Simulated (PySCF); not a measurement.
C₅H₁₀OSi.
Z-matrix (Å and degrees, PBE0-D3(BJ)/def2-SVP geometry), rows numbered from 1:
```
C 
C   1  1.3419
C   2  1.4487  1  124.67
C   3  1.3454  2  124.33  1   180.00
O   4  1.3466  3  122.73  2    -0.09
Si  5  1.6846  4  127.12  3   178.62
C   6  1.8585  5  106.18  4  -178.93
H   1  1.0924  2  121.49  3   180.00
H   1  1.0947  2  121.40  3     0.00
H   2  1.0952  1  119.49  3  -179.99
H   3  1.0934  2  118.64  1    -0.07
H   4  1.0983  3  120.65  2   179.88
H   6  1.4956  5  108.99  4   -58.02
H   6  1.4956  5  109.06  4    60.13
H   7  1.1011  6  110.62  5  -179.64
H   7  1.1004  6  110.56  5    60.34
H   7  1.1004  6  110.55  5   -59.65
```

All values: PBE0/pcSseg-1 (PySCF, non-relativistic), on one gas-phase PBE0-D3(BJ)/def2-SVP geometry that isn't relaxed in the solvent. The solvent is an IEF-PCM continuum (van der Waals radii × 1.2). Only the electrostatic response of the medium enters.

| run | E − E(gas) (kJ/mol) | HOMO (eV) | HOMO–LUMO gap (eV) | dipole (D) |
| --- | --- | --- | --- | --- |
| gas | 0.00 | -6.03 | 5.57 | 1.87 |
| P | -13.52 | -6.16 | 5.57 | 2.26 |
| Q | -16.94 | -6.20 | 5.57 | 2.34 |

Problem. The runs were made in tetrahydrofuran and water. Which run belongs to which solvent?

Solution. P = tetrahydrofuran, Q = water. The dielectric constants are 7.426 (tetrahydrofuran), 78.36 (water), and the energy falls further as ε rises. In this model the ground state sees the solvent through ε alone.

Problem. How constant is the ratio of the lowering to (ε − 1)/(2ε + 1)?

Solution. 
```csv
solvent,(ε − 1)/(2ε + 1),E − E(gas) (kJ/mol),ratio (kJ/mol),polarisation term (kJ/mol)
tetrahydrofuran,0.405,-13.52,-33.4,-14.81
water,0.490,-16.94,-34.5,-19.01
```

The ratio changes by +3.5 % in size from tetrahydrofuran to water. The polarisation term is half the interaction of the solute with the induced surface charges.

Time: 19 s; peak memory 1.0 GiB. Hardware: Arm Neoverse V2, one thread, no GPU (shared host). This is the whole shielding run at PBE0/pcSseg-1 in water, SCF included.
